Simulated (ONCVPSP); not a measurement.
u(r) = r·R(r): atom against pseudo-atom (zinc (Zn))

Columns: radius, all-electron u(r) and pseudo u(r) of the 3p shell (level -84.60 eV) of zinc in the configuration [Ne] 3s2 3p6 3d10 4s1.75; PBE, non-relativistic, ONCV scheme, ONCVPSP 4.0.1.

| r (bohr) | all-electron | pseudo |
| --- | --- | --- |
| 0.060 | -0.4317 | 0.0314 |
| 0.120 | -0.6702 | 0.1234 |
| 0.180 | -0.4838 | 0.2682 |
| 0.240 | -0.0841 | 0.4525 |
| 0.300 | 0.3478 | 0.6571 |
| 0.360 | 0.7166 | 0.8583 |
| 0.420 | 0.9882 | 1.0332 |
| 0.480 | 1.1609 | 1.1637 |
| 0.540 | 1.2496 | 1.2411 |
| 0.600 | 1.2732 | 1.2662 |
| 0.660 | 1.2493 | 1.2461 |
| 0.720 | 1.1939 | 1.1931 |
| 0.780 | 1.1189 | 1.1189 |
| 0.840 | 1.0335 | 1.0335 |
| 0.900 | 0.9439 | 0.9439 |
| 0.960 | 0.8546 | 0.8546 |
| 1.020 | 0.7682 | 0.7682 |
| 1.080 | 0.6868 | 0.6868 |
| 1.140 | 0.6111 | 0.6111 |
| 1.200 | 0.5417 | 0.5417 |
| 1.260 | 0.4787 | 0.4787 |
| 1.320 | 0.4219 | 0.4219 |
| 1.380 | 0.3709 | 0.3709 |
| 1.440 | 0.3256 | 0.3256 |
| 1.500 | 0.2853 | 0.2853 |
| 1.560 | 0.2496 | 0.2496 |

How many radial nodes do the two functions have?

The all-electron 3p function has n − l − 1 = 1; the pseudo-wave has 0, since the states of the same l below it are removed with the core.

At about which radius was the pseudo-wave matched?

0.85 bohr. The columns agree to 0.0005 from 0.78 bohr on; several derivatives are matched, so the curves merge somewhat inside the radius.

Is the pseudo-wave norm-conserving?

Yes: the ONCV scheme keeps the norm inside the radius equal to the all-electron one, which fixes the energy derivative of the logarithmic derivative at the level.
